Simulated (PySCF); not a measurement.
A series of related compounds: SMILES N#Cc1scpc1F, C4HFNPS; `InChI=1S/C3H4FPSSi/c4-2-1-6-3(7)5-2/h1H,7H3`; `InChI=1S/C5H7FNPS/c1-7(2)5-8-4(6)3-9-5/h3H,1-2H3`; SMILES CC(C)(C)c1pc(F)cs1, C7H10FPS; SMILES N#Cc1pc(F)cs1, C4HFNPS; `C1(F)=CSC(C=C)=P1`, C5H4FPS; `C[Si](C)(C)c1pc(F)cs1`, C6H10FPSSi; `Fc1pcsc1C(F)(F)F`, C4HF4PS; `InChI=1S/C3H2FPS/c4-3-1-6-2-5-3/h1-2H`.

Computational details: geometry: GFN2-xTB, NMR shieldings at PBE0/pcSseg-1/GIAO, in PySCF (one averaged value for each set of equivalent atoms, no relativistic terms, no solvent, a single conformation).

δ = σ(ref) − σ, references computed at the same level: CS2 for 33S (σ = 503.73 ppm); H3PO4 for 31P (σ = 318.38 ppm).

(1) How does the 33S shift change along the series?

(2) How does the 31P shift change along the series?

Results:

(1) 
```tsv
compound	change	δ (ppm)	HOMO–LUMO gap (eV)
N#Cc1scpc1F	H replaced by CN	323	5.37
Fc1csc([SiH3])p1	H replaced by SiH3	320	5.42
CN(C)c1pc(F)cs1	H replaced by NMe2	190	5.08
CC(C)(C)c1pc(F)cs1	H replaced by tBu	267	5.58
N#Cc1pc(F)cs1	H replaced by CN	326	4.98
C=Cc1pc(F)cs1	H replaced by vinyl	246	4.49
C[Si](C)(C)c1pc(F)cs1	H replaced by SiMe3	299	5.50
Fc1pcsc1C(F)(F)F	H replaced by CF3	294	5.61
Fc1cscp1	base	278	5.68
```

(2) 
```json
{"compound": "N#Cc1scpc1F", "change": "H replaced by CN", "δ (ppm)": "188.3", "HOMO–LUMO gap (eV)": "5.37"}
{"compound": "Fc1csc([SiH3])p1", "change": "H replaced by SiH3", "δ (ppm)": "226.0", "HOMO–LUMO gap (eV)": "5.42"}
{"compound": "CN(C)c1pc(F)cs1", "change": "H replaced by NMe2", "δ (ppm)": "56.8", "HOMO–LUMO gap (eV)": "5.08"}
{"compound": "CC(C)(C)c1pc(F)cs1", "change": "H replaced by tBu", "δ (ppm)": "158.9", "HOMO–LUMO gap (eV)": "5.58"}
{"compound": "N#Cc1pc(F)cs1", "change": "H replaced by CN", "δ (ppm)": "241.8", "HOMO–LUMO gap (eV)": "4.98"}
{"compound": "C=Cc1pc(F)cs1", "change": "H replaced by vinyl", "δ (ppm)": "191.3", "HOMO–LUMO gap (eV)": "4.49"}
{"compound": "C[Si](C)(C)c1pc(F)cs1", "change": "H replaced by SiMe3", "δ (ppm)": "206.2", "HOMO–LUMO gap (eV)": "5.50"}
{"compound": "Fc1pcsc1C(F)(F)F", "change": "H replaced by CF3", "δ (ppm)": "198.8", "HOMO–LUMO gap (eV)": "5.61"}
{"compound": "Fc1cscp1", "change": "base", "δ (ppm)": "182.6", "HOMO–LUMO gap (eV)": "5.68"}
```
